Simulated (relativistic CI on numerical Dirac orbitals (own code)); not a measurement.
# What each ingredient does to the levels of Ge IX

Base calculation: Dirac-Coulomb-Breit CI, orbitals from a KLI potential per configuration, model QED, unscaled Slater integrals.

Configuration list (outside the closed core [Ne]): 3s2.3p6.3d6, 3s2.3p5.3d7, 3s2.3p6.3d5.4s, 3s2.3p4.3d8, 3s.3p6.3d7, 3s2.3p6.3d5.4p, 3s2.3p6.3d4.4s2, 3s2.3p6.3d5.4d, 3s2.3p6.3d4.4s.4p, 3p6.3d8, 3s2.3p6.3d4.4p2, 3s2.3p6.3d5.5s, 3s2.3p6.3d5.4f, 3s2.3p6.3d5.5p, 3s2.3p6.3d5.5d, 3s.3p5.3d8. Levels of other configurations are missing.

Variants: (1) P86 correlation estimate; (2) one mean potential for all configurations; (3) only the first configuration. Shifts of the energy above 3s2.3p6.3d6 5D_4, in cm⁻¹, for the lowest level and the first level of each name with at least 55 % of one term (blank where a level changes its place among those of its configuration and J or its character, or is not in the variant):

```csv
Level,Base,Δ(1),Δ(2),Δ(3)
3s2.3p6.3d6 5D_4,0.0,0.0,0.0,0.0
3s2.3p6.3d6 5D_3,2516.5,0.0,-20.5,-15.4
3s2.3p6.3d6 5D_2,4047.7,+0.1,-30.6,+39.2
3s2.3p6.3d6 5D_1,5029.8,+0.2,-37.6,+68.1
3s2.3p6.3d6 5D_0,5500.9,+0.2,-40.8,+85.5
3s2.3p6.3d6 3P_2,37651.2,+6.2,-65.2,+7523.7
3s2.3p6.3d6 3F_4,43345.1,+0.1,-14.3,
3s2.3p6.3d6 3H_6,44107.9,-5.8,+1.3,-2351.7
3s2.3p6.3d6 3P_1,44773.8,+6.1,-124.9,+7440.2
3s2.3p6.3d6 3H_5,45033.1,-5.4,-1.3,-2132.3
3s2.3p6.3d6 3F_3,45888.8,+1.8,-54.1,+3263.7
3s2.3p6.3d6 3P_0,46590.2,+6.4,-128.6,+7537.5
3s2.3p6.3d6 3H_4,46730.1,-3.7,-30.9,
3s2.3p6.3d6 3F_2,46765.9,+2.1,-62.0,+3544.0
```

At this charge configurations can still be misplaced by up to about 7 % of their energy. Terms inside the open d or f shell come out 10 to 20 % too wide with unscaled integrals.

Ionisation energy from the two ground configurations alone: base 206.018 eV; P86 correlation estimate 207.642 eV. The NIST ASD value (theoretical) is 212.5 eV. The gap of more than 2 % comes from missing correlation, or from a tabulated value that is itself an estimate.
